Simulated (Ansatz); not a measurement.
Species: sum formula AlNO2H4 (charge 0, singlet). 
Coordinates optimised at B3LYP-D3(BJ)/def2-TZVP (Ansatz, a program for electronic structure):
SMILES: [OH][Al]([NH2])[OH]
```xyz
8

N     -1.7044    -0.3305     0.1265
Al     0.0216     0.0045    -0.0016
O      1.0682    -1.3204    -0.1589
O      0.6797     1.5706     0.0246
H     -2.0946    -1.2592     0.1110
H     -2.4330     0.3568     0.2238
H      2.0179    -1.2242    -0.2340
H      0.1765     2.3799     0.1092
```

Total electronic energies in hartree. Correlated levels leave the core frozen unless marked. No spin-orbit coupling. No relativistic terms. CBS(X,Y): correlation extrapolated as X^-3; Hartree-Fock from the larger set.

```json
[
 {"level": "B3LYP-D4/def2-TZVPD", "program": "Ansatz + dftd4", "energy (Eh)": "-450.33632"},
 {"level": "PBE0/def2-SVP", "program": "Ansatz", "energy (Eh)": "-449.60374"},
 {"level": "PBE0-D4/def2-TZVPD", "program": "Ansatz + dftd4", "energy (Eh)": "-449.96259"},
 {"level": "PBE0/def2-QZVPP", "program": "Ansatz", "energy (Eh)": "-449.98138"},
 {"level": "CAM-B3LYP-D3(BJ)/def2-TZVPD", "program": "Ansatz + dftd3", "energy (Eh)": "-450.24520"},
 {"level": "MP2/6-31G*", "program": "Ansatz", "energy (Eh)": "-449.12291"},
 {"level": "MP2/cc-pVTZ", "program": "Ansatz", "energy (Eh)": "-449.46070"},
 {"level": "MP2/cc-pwCVTZ", "program": "Ansatz", "energy (Eh)": "-449.48346"},
 {"level": "SCS-MP2/6-31G*", "program": "Ansatz", "energy (Eh)": "-449.10668"},
 {"level": "SCS-MP2/cc-pV(D+d)Z", "program": "Ansatz", "energy (Eh)": "-449.18997"},
 {"level": "SCS-MP2/aug-cc-pV(T+d)Z", "program": "Ansatz", "energy (Eh)": "-449.47851"},
 {"level": "SCS-MP2/cc-pwCVTZ", "program": "Ansatz", "energy (Eh)": "-449.47090"},
 {"level": "SCS-MP2/aug-cc-pV(Q+d)Z", "program": "Ansatz", "energy (Eh)": "-449.55154"},
 {"level": "CCSD(T)/aug-cc-pV(Q+d)Z", "program": "Ansatz", "energy (Eh)": "-449.59417"},
 {"level": "CCSD(T)/CBS(aug-cc-pV(T+d)Z,aug-cc-pV(Q+d)Z)", "program": "Ansatz", "energy (Eh)": "-449.6282"}
]
```

Totals of different functionals don't rank their quality; only differences between species are comparable.
